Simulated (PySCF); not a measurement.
# Continuum solvent and chemical shifts

Bonds (- single, = double, # triple, : aromatic): C1-C2, C2:C3, C3:C4, C4:C5, C5:C6, C6:C7, C7-C8, C8=O9, C8-O10, C7:C2. C1 carries H11, H12, H13; C3 carries H14; C4 carries H15; C5 carries H16; C6 carries H17; O10 carries H18.

GIAO PBE0/pcSseg-1 in PySCF 2.14 on one PBE0-D3(BJ)/def2-SVP conformer, non-relativistic, equivalent nuclei averaged. Solvents enter as an IEF-PCM continuum (chloroform with ε = 4.7, acetonitrile with ε = 35.7) around the gas-phase geometry. Shifts are referred to TMS computed in the same medium.

Gas phase, δ in ppm: C8 169.7, C2 151.4, C4 139.1, C6 138.3, C3 137.3, C5 130.7, C7 128.8, C1 26.4, H17 8.41, H15 7.55, H16 7.39, H14 7.37, H18 5.77, H11/H12/H13 2.81. Dipole moment 1.51 D.

(1) How does each δ change in the continuum?

(2) Which nuclei move most (in ppm), and what does the model miss?

Answers

(1) 
```csv
atoms,environment,"Δδ, chloroform","Δδ, acetonitrile"
C8,carboxylic acid carbon,+2.1,+2.9
C2,substituted aromatic carbon,+0.8,+1.0
C4,aromatic CH,+2.0,+2.8
C6,aromatic CH,+0.8,+1.1
C3,aromatic CH,+1.2,+1.7
C5,aromatic CH,+1.4,+2.0
C7,substituted aromatic carbon,+0.5,+0.6
C1,methyl carbon on an aromatic ring,+0.2,+0.3
H17,hydrogen on an aromatic CH,+0.08,+0.11
H15,hydrogen on an aromatic CH,+0.22,+0.32
H16,hydrogen on an aromatic CH,+0.19,+0.28
H14,hydrogen on an aromatic CH,+0.20,+0.29
H18,hydrogen on an acid hydroxyl oxygen,+0.68,+0.93
H11/H12/H13,hydrogen on a methyl carbon on an aromatic ring,0.00,-0.01
```

Changes are relative to the gas phase. The dipole moment becomes 1.91 D in chloroform, 2.07 D in acetonitrile.

(2) C8 (carboxylic acid carbon, +2.9 ppm) and C4 (aromatic CH, +2.8 ppm) in acetonitrile. A continuum only polarises the solute; specific hydrogen bonds, the anisotropy of aromatic solvents and changes of geometry or conformer are outside it.
